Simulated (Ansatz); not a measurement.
Ansatz (an electronic-structure program) input file for CH5GaO2, SMILES [OH][Ga]([OH])[CH3], PBE-D3(BJ)/def2-SVP. 

Ansatz 0.2 input:
```yaml
crystal:
  periodic: [false, false, false]
  atoms:
    - {symbol: Ga, position_ang: [0.01589297, 0.00794912, 0.00580367]}
    - {symbol: C, position_ang: [-1.42493621, -1.40495669, -0.08549447]}
    - {symbol: H, position_ang: [-1.04047762, -2.30086305, -0.57021441]}
    - {symbol: H, position_ang: [-2.25388011, -1.00512174, -0.66231874]}
    - {symbol: H, position_ang: [-1.76277623, -1.66392619, 0.91664471]}
    - {symbol: O, position_ang: [-0.19211606, 1.50013365, -0.86937299]}
    - {symbol: H, position_ang: [0.47452148, 2.18589495, -0.85137444]}
    - {symbol: O, position_ang: [1.53450490, -0.03861153, 0.87831569]}
    - {symbol: H, position_ang: [1.90043694, -0.72484348, 1.42877406]}
basis:
  gaussian:
    orbitals: def2-SVP
hamiltonian:
  xc: pbe
  dispersion: d3bj
relax: {f_tol: 0.002, max_steps: 200}
```

Log of the run:

```
WARN ansatz: RAYON_NUM_THREADS=1 ignored (pool sized by the plan → 1); use --threads N
Functional definition: PBE
integrals: 0.04 GiB planned
1089 factors; their error is unknown
mean field: 0.25 GiB planned
mean field evaluation 1: about -57548.4955 eV, gradient 1.0e2 eV
mean field evaluation 2: about -57483.6220 eV, gradient 2.0e2 eV
mean field evaluation 4: about -57566.9385 eV, gradient 1.7e1 eV
mean field evaluation 8: about -57567.6068 eV, gradient 2.1e-1 eV
mean field evaluation 16: about -57567.5655 eV, gradient 1.3e-4 eV
mean field -57567.56550031 eV, -2115.5690114391 hartree, gradient 2.3e-5 eV, S^2 0.000000; 0 other end points of the search recorded, 0 dependent functions left out
the calculation of the forces begins
reference -57567.56553902 eV, -2115.5690128618 hartree; 29, 29 occupied and 70, 70 virtual orbitals, 1089 factors
relax step   1: F+E_penalty+E_count = -57567.69097607 eV  Δ(F+E_penalty+E_count) = +0.000e0 eV  max|allowed force component| = 1.778e0 eV/Å  Δτ_max = 0.0000 Å  (27 SCF iters, accepted)
these checks for a lower state are left out or cut short: starts, cluster_reference, orbital_swaps, neighbouring_geometries, increment
integrals: 0.04 GiB planned
1089 factors; their error is unknown
mean field: 0.25 GiB planned
mean field -57567.67757011 eV, -2115.5731299281 hartree, gradient 1.1e-5 eV, S^2 0.000000; 0 other end points of the search recorded, 0 dependent functions left out
the calculation of the forces begins
reference -57567.67760882 eV, -2115.5731313507 hartree; 29, 29 occupied and 70, 70 virtual orbitals, 1089 factors
relax step   2: F+E_penalty+E_count = -57567.80328261 eV  Δ(F+E_penalty+E_count) = -1.123e-1 eV  max|allowed force component| = 8.769e-1 eV/Å  Δτ_max = 0.0352 Å  (29 SCF iters, accepted)
these checks for a lower state are left out or cut short: starts, cluster_reference, orbital_swaps, neighbouring_geometries, increment
integrals: 0.04 GiB planned
1089 factors; their error is unknown
mean field: 0.25 GiB planned
mean field evaluation 32: about -57567.7426 eV, gradient 2.0e-5 eV
mean field -57567.74258444 eV, -2115.5755191608 hartree, gradient 2.0e-5 eV, S^2 0.000000; 0 other end points of the search recorded, 0 dependent functions left out
the calculation of the forces begins
reference -57567.74262319 eV, -2115.5755205846 hartree; 29, 29 occupied and 70, 70 virtual orbitals, 1089 factors
relax step   3: F+E_penalty+E_count = -57567.86844946 eV  Δ(F+E_penalty+E_count) = -6.517e-2 eV  max|allowed force component| = 2.972e-1 eV/Å  Δτ_max = 0.0565 Å  (28 SCF iters, accepted)
these checks for a lower state are left out or cut short: starts, cluster_reference, orbital_swaps, neighbouring_geometries, increment
integrals: 0.04 GiB planned
1089 factors; their error is unknown
mean field: 0.25 GiB planned
mean field -57567.76837124 eV, -2115.5764668081 hartree, gradient 2.0e-5 eV, S^2 0.000000; 0 other end points of the search recorded, 0 dependent functions left out
the calculation of the forces begins
reference -57567.76840989 eV, -2115.5764682284 hartree; 29, 29 occupied and 70, 70 virtual orbitals, 1089 factors
relax step   4: F+E_penalty+E_count = -57567.89502367 eV  Δ(F+E_penalty+E_count) = -2.657e-2 eV  max|allowed force component| = 6.294e-2 eV/Å  Δτ_max = 0.1053 Å  (28 SCF iters, accepted)
these checks for a lower state are left out or cut short: starts, cluster_reference, orbital_swaps, neighbouring_geometries, increment
integrals: 0.04 GiB planned
1089 factors; their error is unknown
mean field: 0.25 GiB planned
mean field -57567.76926440 eV, -2115.5764996311 hartree, gradient 1.1e-5 eV, S^2 0.000000; 0 other end points of the search recorded, 0 dependent functions left out
the calculation of the forces begins
reference -57567.76930300 eV, -2115.5765010497 hartree; 29, 29 occupied and 70, 70 virtual orbitals, 1089 factors
relax step   5: F+E_penalty+E_count = -57567.89599581 eV  Δ(F+E_penalty+E_count) = -9.721e-4 eV  max|allowed force component| = 4.922e-2 eV/Å  Δτ_max = 0.0348 Å  (29 SCF iters, accepted)
these checks for a lower state are left out or cut short: starts, cluster_reference, orbital_swaps, neighbouring_geometries, increment
integrals: 0.04 GiB planned
1089 factors; their error is unknown
mean field: 0.25 GiB planned
mean field -57567.76999589 eV, -2115.5765265130 hartree, gradient 1.1e-5 eV, S^2 0.000000; 0 other end points of the search recorded, 0 dependent functions left out
the calculation of the forces begins
reference -57567.77003451 eV, -2115.5765279322 hartree; 29, 29 occupied and 70, 70 virtual orbitals, 1089 factors
relax step   6: F+E_penalty+E_count = -57567.89649885 eV  Δ(F+E_penalty+E_count) = -5.030e-4 eV  max|allowed force component| = 1.638e-2 eV/Å  Δτ_max = 0.0154 Å  (30 SCF iters, accepted)
these checks for a lower state are left out or cut short: starts, cluster_reference, orbital_swaps, neighbouring_geometries, increment
integrals: 0.04 GiB planned
1089 factors; their error is unknown
mean field: 0.25 GiB planned
mean field -57567.77003433 eV, -2115.5765279255 hartree, gradient 2.6e-5 eV, S^2 0.000000; 0 other end points of the search recorded, 0 dependent functions left out
the calculation of the forces begins
reference -57567.77007294 eV, -2115.5765293446 hartree; 29, 29 occupied and 70, 70 virtual orbitals, 1089 factors
relax step   7: F+E_penalty+E_count = -57567.89658523 eV  Δ(F+E_penalty+E_count) = -8.638e-5 eV  max|allowed force component| = 2.368e-3 eV/Å  Δτ_max = 0.0070 Å  (22 SCF iters, accepted)
these checks for a lower state are left out or cut short: starts, cluster_reference, orbital_swaps, neighbouring_geometries, increment
integrals: 0.04 GiB planned
1089 factors; their error is unknown
mean field: 0.25 GiB planned
mean field evaluation 64: about -57567.7700 eV, gradient 2.0e-5 eV
mean field -57567.77003454 eV, -2115.5765279335 hartree, gradient 2.0e-5 eV, S^2 0.000000; 0 other end points of the search recorded, 0 dependent functions left out
the calculation of the forces begins
reference -57567.77007316 eV, -2115.5765293526 hartree; 29, 29 occupied and 70, 70 virtual orbitals, 1089 factors
relax step   8: F+E_penalty+E_count = -57567.89658758 eV  Δ(F+E_penalty+E_count) = -2.345e-6 eV  max|allowed force component| = 3.370e-4 eV/Å  Δτ_max = 0.0012 Å  (21 SCF iters, accepted)
integrals: 0.04 GiB planned
1089 factors; their error is unknown
mean field: 0.25 GiB planned
mean field -57567.77003454 eV, -2115.5765279335 hartree, gradient 2.0e-5 eV, S^2 0.000000; 1 other end points of the search recorded, 0 dependent functions left out
the calculation of the forces begins
reference -57567.77007316 eV, -2115.5765293526 hartree; 29, 29 occupied and 70, 70 virtual orbitals, 1089 factors
Total energy: -57567.89662619 eV, -2115.5811800908 hartree
Atom 0 at    -0.007308     0.014485    -0.011664 Å, force    -0.000145     0.000175    -0.000244 eV/Å
Atom 1 at    -1.379261    -1.385884    -0.068320 Å, force     0.000084    -0.000223     0.000216 eV/Å
Atom 2 at    -0.980111    -2.297598    -0.554842 Å, force    -0.000097     0.000052    -0.000109 eV/Å
Atom 3 at    -2.247245    -1.019180    -0.648434 Å, force     0.000011     0.000117     0.000077 eV/Å
Atom 4 at    -1.711848    -1.652867     0.953782 Å, force     0.000090     0.000017    -0.000147 eV/Å
Atom 5 at    -0.242191     1.550276    -0.924443 Å, force    -0.000222    -0.000156    -0.000032 eV/Å
Atom 6 at     0.522175     2.143620    -0.802425 Å, force     0.000042     0.000263    -0.000178 eV/Å
Atom 7 at     1.574180     0.011925     0.872157 Å, force     0.000303    -0.000199     0.000337 eV/Å
Atom 8 at     1.722778    -0.809122     1.374952 Å, force    -0.000068    -0.000045     0.000080 eV/Å
Dipole moment:    -0.017770    -0.400405     0.191861 e Å
```

Self-consistency was reached.
